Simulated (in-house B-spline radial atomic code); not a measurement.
A fraction x of an electron is moved 3p → 4d in As⁺, starting from [Ar] 3d10 4s2 4p2 and keeping the highest spin. All numbers are computed (non-relativistic LDA PW92, spin-polarised, spherical fractional occupations; point nucleus) with an all-electron radial atomic-structure program (B-spline basis), not measured.

| x | E(x) - E(0) (eV) | 3p down level (eV) | 4d up level (eV) |
| --- | --- | --- | --- |
| 0 | 0.0000 | -141.588 | - |
| 0.125 | 17.3460 | -143.567 | -3.978 |
| 0.25 | 34.8992 | -145.532 | -4.266 |
| 0.375 | ? | ? | ? |
| 0.5 | 70.6372 | -149.405 | -4.767 |
| 0.625 | 88.8219 | -151.313 | -4.997 |
| 0.75 | 107.2160 | -153.204 | -5.217 |
| 0.875 | ? | ? | ? |
| 1 | 144.6276 | -156.934 | -5.635 |

Question: What belongs in the row x = 0.375?

Answer: An energy change of 52.6628 eV; 3p down at -147.478 eV, 4d up at -4.525 eV.

Question: What belongs in the row x = 0.875?

Answer: An energy change of 125.8183 eV; 3p down at -155.077 eV, 4d up at -5.429 eV.

Question: Check Janak's theorem between x = 0.125 and 0.25.

Answer: The slope of the energy is 140.43 eV; the orbital levels give 140.43 eV (ε of the receiving orbital less ε of the emptying one, averaged over the two points).
